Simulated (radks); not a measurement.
The numbers below are computed, except where a source is named.
Initial-state core-level shifts of neutral tungsten when its valence configuration changes from [Xe] 4f14 5d4 6s2. Level of theory: Dirac Kohn-Sham, PBEsol, spin-unpolarised, spherical densities, point nucleus; open shells fill j = l - 1/2 first (a radial shooting solver on a logarithmic mesh with Libxc functionals). Shifts are changes of the shell-averaged eigenvalues in eV (positive: less bound).

| valence | 2p | 3s | 3p | 5p |
|---|---|---|---|---|
| 4f12 5d6 6s2 | -20.887 | -24.190 | -24.124 | -6.031 |
| 4f13 5d6 6s1 | -7.977 | -9.553 | -9.523 | -1.088 |
| 4f14 5d3 6s2 6p1 | -3.870 | -3.836 | -3.836 | -3.570 |
| 4f14 5d1 6s2 6p3 | -12.848 | -12.666 | -12.666 | -11.462 |
| 4f14 5d2 6s2 6p2 | -8.018 | -7.926 | -7.926 | -7.263 |
| 4f14 5d4 6p2 | -2.515 | -2.530 | -2.530 | -2.531 |
| 4f13 5d4 6s2 6p1 | -14.018 | -15.570 | -15.540 | -6.665 |
| 4f14 5d6 | +3.255 | +3.250 | +3.249 | +3.042 |
| 4f12 5d4 6s2 6p2 | -29.330 | -32.580 | -32.514 | -13.660 |
